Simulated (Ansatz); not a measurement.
Pulling on the H–H spacing in H6 chain (multiplicity 1 held). Energies count from the point at 0.900 Å.
Geometry at that point (charge 0, multiplicity 1):
```xyz
6

H      0.0000     0.0000     0.0000
H      0.0000     0.0000     0.9000
H      0.0000     0.0000     1.8000
H      0.0000     0.0000     2.7000
H      0.0000     0.0000     3.6000
H      0.0000     0.0000     4.5000
```

R- and RO- levels are restricted; in cc, def2 and unpolarised 6-31G sets they are followed outwards from rest. Active spaces are followed from rest. Levels need not reach the same state.

Programs: Ansatz (Gaussian orbitals). Values without a source in brackets are computed.

R-PBE/cc-pVTZ gives 1636.1 kJ/mol for the energy at R = 3.600 Å.

Where do these levels fall relative to PBE: R-r2SCAN/cc-pVTZ, R-B3LYP/cc-pVTZ, R-wB97X-V/cc-pVTZ, R-MP2/cc-pVTZ, SC-NEVPT2 on CASSCF(6,6)/cc-pVTZ, FIC-MRCISD+Q on CASSCF(6,6)/cc-pVTZ.

R-r2SCAN/cc-pVTZ 112.2; R-B3LYP/cc-pVTZ 127.2; R-wB97X-V/cc-pVTZ 433.4; R-MP2/cc-pVTZ -158.4; SC-NEVPT2 on CASSCF(6,6)/cc-pVTZ -636.5; FIC-MRCISD+Q on CASSCF(6,6)/cc-pVTZ -587.2 kJ/mol. 3 of 6 lie above PBE; the widest gap is to SC-NEVPT2 on CASSCF(6,6)/cc-pVTZ.

Doubts at one or more of the structures used: a restricted determinant that unrestricted orbitals would lower (R-PBE/cc-pVTZ, R-r2SCAN/cc-pVTZ, R-B3LYP/cc-pVTZ, R-wB97X-V/cc-pVTZ, R-MP2/cc-pVTZ).

Ansatz is a first-principles code.
